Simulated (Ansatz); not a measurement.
Species: CH3Br3OSi, charge 0, multiplicity 1. 
Geometry from a B3LYP-D3(BJ)/def2-TZVP (Ansatz, a quantum-chemistry and plane-wave program) optimisation:
```
O
C 1 1.4288
H 2 1.0876 1 107.16
H 2 1.0913 3 109.52 1 -119.91
H 2 1.0913 3 109.52 4 -120.18
Si 1 1.6132 2 126.40 3 180.00
Br 6 2.1996 1 107.06 2 -180.00
Br 6 2.2197 1 110.51 2 59.82
Br 6 2.2197 1 110.51 2 -59.82
```
Charge 0, spin multiplicity 1.

Parts of the frozen-core correlation energy in def2-QZVPP (Ansatz, hartree). Frozen orbitals: 49; correlated occupied orbitals by spin: 19 and 19; virtual: 473 and 473. No spin-orbit coupling. Non-relativistic.

```csv
term,value
reference (HF),-8121.07727
MP2 opposite-spin,(withheld)
MP2 same-spin,(withheld)
CCSD correlation,-1.14104
(T),(withheld)
T1 diagnostic,0.011
largest doubles amplitude,0.018
```

**Question.** Fill in the missing entries.

**Answer.** 
- MP2 opposite-spin, value: -0.83421
- MP2 same-spin, value: -0.26253
- (T), value: -0.05164
